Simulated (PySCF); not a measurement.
One molecule, one basis, several functionals.

Species: C3H6ClFSi.
SMILES: `C=C(F)[SiH2]CCl`

Torsions of this conformer, `[CH2:1]=[C:2]([F:3])[SiH2:4][CH2:5][Cl:6]`: C1–C2–Si4–C5 122°, C2–Si4–C5–Cl6 178°.

PySCF, pcSseg-1 basis, density fitting, gas phase, PBE0-D3(BJ)/def2-SVP geometry. One functional is left out:

| functional | exact exchange (%) | HOMO energy (eV) | LUMO energy (eV) | dipole moment (D) |
| --- | --- | --- | --- | --- |
| B97-D | 0 | -6.59 | -1.54 | 1.815 |
| BLYP | 0 | -6.45 | -1.48 | 1.739 |
| BP86 | 0 | -6.72 | -1.74 | 1.806 |
| LDA | 0 | -6.78 | -1.88 | 1.820 |
| OPBE | 0 | -6.58 | -1.53 | 1.800 |
| PBE | 0 | -6.61 | -1.64 | 1.771 |
| B97-2 | 21 | -7.62 | -0.75 | 1.942 |
| PBE0 | 25 | -7.88 | -0.71 | 1.946 |
| mPW1PW91 | 25 | -7.91 | -0.73 | 1.959 |
| BHandHLYP | 50 | -8.96 | 0.36 | 2.076 |

**Question.** Predict the row of B3LYP (20 % exact exchange) by straight lines through the other rows, and check it.

**Answer.** 
```json
{"property": "HOMO energy (eV)", "line": "-7.59", "computed": "-7.63", "computed − line": "-0.04", "B97-2 (21 %), for comparison": "-7.62"}
{"property": "LUMO energy (eV)", "line": "-0.85", "computed": "-0.91", "computed − line": "-0.06", "B97-2 (21 %), for comparison": "-0.75"}
{"property": "dipole moment (D)", "line": "1.914", "computed": "1.890", "computed − line": "-0.024", "B97-2 (21 %), for comparison": "1.942"}
```

**Question.** Which of these properties follows the share of exact exchange most closely, and which least?

**Answer.** Most closely the HOMO energy, least the dipole moment; the correlations over the tabulated rows are HOMO energy -0.994, LUMO energy 0.985, dipole moment 0.971. The HOMO energy moves by -0.478 eV for every 10 %. Functionals with the same share still differ in their other parts: at 0 % BLYP and LDA differ by 0.33 eV in it.
